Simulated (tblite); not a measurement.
C8H12S.
Numbering: `[CH2:1]=[C:2]([CH:3]=[C:4]([CH3:5])[CH3:6])[C:7]([CH3:8])=[S:9]` (hydrogens: H10, H11 on C1; H12 on C3; H13, H14, H15 on C5; H16, H17, H18 on C6; H19, H20, H21 on C8)

Cartesian coordinates in Å at the GFN2-xTB level; atoms count from 1:
```
atom  x, y, z in Å
C1     1.2793   -1.1053    0.6955
C2     0.7677   -0.3394   -0.2820
C3    -0.6787   -0.1550   -0.4428
C4    -1.5610    0.1288    0.5142
C5    -3.0171    0.2851    0.1984
C6    -1.2114    0.3504    1.9541
C7     1.6180    0.3398   -1.2505
C8     3.0805    0.0421   -1.2977
S9     0.9888    1.4482   -2.2792
H10    0.6356   -1.6240    1.3834
H11    2.3369   -1.2420    0.8366
H12   -1.0252   -0.2226   -1.4657
H13   -3.3389    1.3061    0.4025
H14   -3.6083   -0.3782    0.8295
H15   -3.2255    0.0588   -0.8437
H16   -1.7844    1.1885    2.3481
H17   -1.4673   -0.5284    2.5471
H18   -0.1514    0.5554    2.0813
H19    3.2526   -1.0267   -1.4209
H20    3.5383    0.5770   -2.1259
H21    3.5625    0.3587   -0.3722
```

Method: GFN2-xTB as coded in tblite; computed harmonic values from a numerical Hessian at the method's own geometry, unscaled. Errors from tens to a few hundred cm⁻¹ against measured bands are possible. One conformer, not necessarily the lowest.

Harmonic wavenumbers (cm⁻¹): 35.6, 52.1, 99.9, 133.4, 157.4, 176.1, 211.7, 265.0, 309.7, 333.6, 348.6, 391.0, 424.8, 474.1, 517.1, 611.6, 663.6, 753.6, 829.0, 861.2, 889.5, 946.5, 971.9, 980.5, 983.3, 993.0, 1066.5, 1073.7, 1129.1, 1206.0, 1223.9, 1289.5, 1342.3, 1379.3, 1395.8, 1400.2, 1408.8, 1463.6, 1469.7, 1475.6, 1478.4, 1488.6, 1488.8, 1607.6, 1712.6, 2989.5, 2991.2, 2998.2, 3007.6, 3012.0, 3022.2, 3040.9, 3049.9, 3050.8, 3059.8, 3120.7, 3146.8.

A = 2202, B = 859.0, C = 669.4 MHz; mass 140.066 u (most abundant isotopes); point group C1, symmetry number 1.

**Question.** What is the zero-point energy?

**Answer.** Half the sum of the wavenumbers: 38002 cm⁻¹ = 454.60 kJ/mol.

**Question.** What is S at 500 K and 1 bar for an ideal gas of classical rigid rotors and harmonic oscillators?

**Answer.** Translation 181.24, rotation 131.63, vibration 239.57: S = 552.4 J/(mol K).

**Question.** And Cp and H(500 K) − H(0)?

**Answer.** Cp = 258.38 J/(mol K), of which vibrations give 225.12 (their classical limit is 57 R = 473.9); H(500 K) − H(0) = 76.53 kJ/mol without the zero-point energy, 59.91 from vibrations.

**Question.** Which modes carry the vibrational entropy at 500 K?

**Answer.** 35.6 cm⁻¹: 27.26; 52.1 cm⁻¹: 24.10; 99.9 cm⁻¹: 18.71; 133.4 cm⁻¹: 16.33; 157.4 cm⁻¹: 14.97; 176.1 cm⁻¹: 14.05 J/(mol K); the other 51 give 124.15 together.

**Question.** What must be added to the electronic energy to get the Gibbs energy at 500 K and 1 bar?

**Answer.** ZPE + [H(500 K) − H(0)] − T·S = 454.60 + 76.53 − 276.22 = 254.91 kJ/mol.

Hindered rotation and anharmonicity are outside this model. Other conformers, if any are populated, would add a mixing term that is left out. The structure is chiral; the term R ln 2 for an equal mix with its mirror image is left out.

On an Intel Xeon at 2.50 GHz with one thread, no GPU, shared host with 64 logical CPUs at a one-minute load of 55, this took 3.1 s. This covers the Hessian and the dipole derivatives.
